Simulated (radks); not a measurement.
Values are calculated unless marked as measured or tabulated.
Fractional charge and spin in the 6s shell of osmium: the spin-up occupation runs from 0 to 1 and the spin-down occupation from 0 to 1; the fullest corner is Os, [Xe] 4f14 5d(up 3, down 3) 6s(up 1, down 1). Level of theory: scalar-relativistic Kohn-Sham, SCAN, spin-polarised, spherical densities, finite nucleus; meta-GGA in the generalised Kohn-Sham scheme; Fermi nuclear charge, rms radius of each element as measured or else 0.836 A^(1/3) + 0.57 fm (a radial shooting solver on a logarithmic mesh with Libxc functionals). Energy (eV) above the fullest corner. The planes named below are the two flat planes that join the four corners, with an edge along up + down = one added electron.

down \ up       0     0.5      1
0          27.107  17.579  9.601
0.5        17.579  10.115  4.119
1           9.601   4.119  0.000

Corners above the fullest one (they belong to Os+ and the next ion): (up 1, down 0) 9.601 eV, (up 0, down 1) 9.601 eV, (up 0, down 0) 27.107 eV. With half an added electron in each spin the energy lies 0.514 eV from the planes, and with half an added electron in spin up alone -0.775 eV. The planes are only a guide here: the flat-plane condition holds for ground states with one frontier orbital, while this shell lies below other occupied shells, so the corners above the fullest one are inner-hole states and not the ground states of those ions.
